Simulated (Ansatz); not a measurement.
Z-matrix (Å, degrees):
```
C
Si 1 1.867
H 1 1.092 2 110.9
H 1 1.094 2 109.9 3 119.6
H 1 1.093 2 111.0 3 -121.1
Si 2 2.335 1 113.6 3 175.4
B 2 1.906 1 123.3 3 2.4
O 2 1.765 1 111.8 3 49.1
H 6 1.486 2 109.8 1 -173.7
H 6 1.489 2 111.6 1 -52.5
H 6 1.489 2 109.2 1 66.9
H 7 1.191 2 166.2 1 -89.8
```

The species carries charge 0 and has multiplicity 1.

(1) List the PBE/def2-TZVPP orbital energies in eV (Ansatz). (Best estimate.)

Answers

(1) The calculation gave: Occupied: -1779.94, -1779.54, -510.89, -268.94, -177.79, -137.64, -137.33, -94.46, -94.34, -94.31, -94.06, -94.05, -94.05, -25.52, -17.60, -13.67, -12.15, -11.91, -10.38, -10.22, -10.00, -9.60, -8.85, -8.58, -8.51, -7.06, -5.58. Lowest empty: -1.93, -1.47, -0.48, -0.10, 0.17, 0.83, 1.11, 1.32.
